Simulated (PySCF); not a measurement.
# Shapes and spin states of [WF3]+

Level of theory: PySCF, PBE0, basis W def2-TZVP with ECP60, F def2-TZVP (scalar-relativistic core potentials, no spin–orbit coupling, density fitting).

Relaxations began from a few typed shapes and spin states; open shells are unrestricted. The search is not exhaustive: other isomers or separated fragments can lie lower, and high-lying points may rest on an excited occupation.

Problem. Which is the lowest minimum found?
A. broken-symmetry Ms = 0 (⟨S²⟩ 0.70) C2v: W–F 1.771 Å, W–F 1.780 Å (×2); F–W–F 112.7°, F–W–F 123.6° (×2)
B. triplet C2v: W–F 1.778 Å, W–F 1.798 Å (×2); F–W–F 104.6°, F–W–F 127.7° (×2)
C. singlet (closed shell, unstable to spin polarisation) D3h: W–F 1.764 Å (×3); F–W–F 120.0° (×3)

Solution. B. The others lie at 14.5 (broken-symmetry Ms = 0 C2v), 30.3 (singlet D3h) kJ/mol above it.

Formally W is in oxidation state +4, d2, with 2 unpaired electrons (the high-spin count). The Mulliken spin on W is 2.00. The polar-tensor charge on W, 2.64, is below the formal one.

For the lowest minimum: other spin states or occupations of the open shell can lie lower. No spin–orbit coupling is included, which matters more the heavier the element.

The electron or spin density has lower symmetry than the nuclear frame for the broken-symmetry Ms = 0 (⟨S²⟩ 0.70) C2v at 14.5 kJ/mol.
